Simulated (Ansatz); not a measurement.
Basis-set extrapolation for `O[SiH2]C[SiH](O)O` (PBE0-D4/def2-TZVP geometry, frozen core, Ansatz). Multiplicity 1, RHF reference.

|  | def2-TZVPP | def2-QZVPP |
| --- | --- | --- |
| HF | -845.305238 | -845.336962 |
| MP2 correlation | -1.143826 | -1.233864 |
| CCSD(T) correlation | -1.228157 | not run |

Energies in hartree. Use E(X) = E(∞) + A·exp(−7.88·√X) for Hartree–Fock and E(X) = E(∞) + B·X^(−2.97) for correlation, with X = 3 and 4, and add CCSD(T) minus MP2 of the smaller set to the MP2 limit.

Question: What is the CCSD(T) energy at the basis-set limit?

Answer: HF limit: -845.336962 + (-0.031724) × 0.13774 = -845.34133. MP2 limit: -1.233864 + (-0.090038) × 0.74074 = -1.30056. Higher-order term: -1.228157 − (-1.143826) = -0.08433. Total: -846.72622 hartree, 121.0 kcal/mol below CCSD(T)/def2-TZVPP.
